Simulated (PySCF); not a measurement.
**Gallium: a sound run and one with changed settings**

Sound run: Ga⁺ [Ar] 3d10 4s2, Ga²⁺ [Ar] 3d10 4s1. All numbers are calculated (PySCF 2.14, scalar relativity by spin-free X2C-1e, in cc-pVTZ-DK). In the sound run the correlated levels freeze [Ar] 3d10. The sound run starts from symmetry-adapted Hartree-Fock orbitals and uses a fine grid where one is needed.

Changed run: the non-relativistic Hamiltonian (point nucleus). This setting is unsound on purpose.

```json
{"species": "Ga⁺", "method": "UHF", "sound run (hartree)": "-1941.97146", "changed run (hartree)": "-1912.00513", "converged": "yes"}
{"species": "Ga⁺", "method": "M06-L", "sound run (hartree)": "-1943.54211", "changed run (hartree)": "-1913.57363", "converged": "yes"}
{"species": "Ga⁺", "method": "LDA", "sound run (hartree)": "-1940.45362", "changed run (hartree)": "-1910.49224", "converged": "yes"}
{"species": "Ga⁺", "method": "MP2", "sound run (hartree)": "-1941.99728", "changed run (hartree)": "-1912.03110", "converged": "yes"}
{"species": "Ga⁺", "method": "CCSD(T)", "sound run (hartree)": "-1942.00790", "changed run (hartree)": "-1912.04224", "converged": "yes"}
{"species": "Ga²⁺", "method": "UHF", "sound run (hartree)": "-1941.28160", "changed run (hartree)": "-1911.33310", "converged": "yes"}
{"species": "Ga²⁺", "method": "M06-L", "sound run (hartree)": "-1942.78416", "changed run (hartree)": "-1912.83632", "converged": "yes"}
{"species": "Ga²⁺", "method": "LDA", "sound run (hartree)": "-1939.67594", "changed run (hartree)": "-1909.73517", "converged": "yes"}
```

Ionisation energy of Ga⁺:

```json
{"method": "UHF", "sound run (eV)": "18.772", "changed run (eV)": "18.287"}
{"method": "M06-L", "sound run (eV)": "20.625", "changed run (eV)": "20.063"}
{"method": "LDA", "sound run (eV)": "21.162", "changed run (eV)": "20.601"}
{"method": "MP2", "sound run (eV)": "19.475", "changed run (eV)": "18.994"}
{"method": "SCS-MP2", "sound run (eV)": "19.615", "changed run (eV)": "19.135"}
{"method": "CCSD", "sound run (eV)": "19.764", "changed run (eV)": "19.297"}
{"method": "CCSD(T)", "sound run (eV)": "19.764", "changed run (eV)": "19.297"}
{"method": "CCSDT", "sound run (eV)": "19.764", "changed run (eV)": "19.297"}
{"method": "FCI", "sound run (eV)": "19.764", "changed run (eV)": "19.297"}
```

Most of the change in total energy is the relativistic energy itself. On top of that the contraction fixes the core shape for the Hamiltonian it was made with, so the changed run is not a good calculation with the other Hamiltonian either.

For comparison, NIST gives 20.515 eV between the lowest levels.
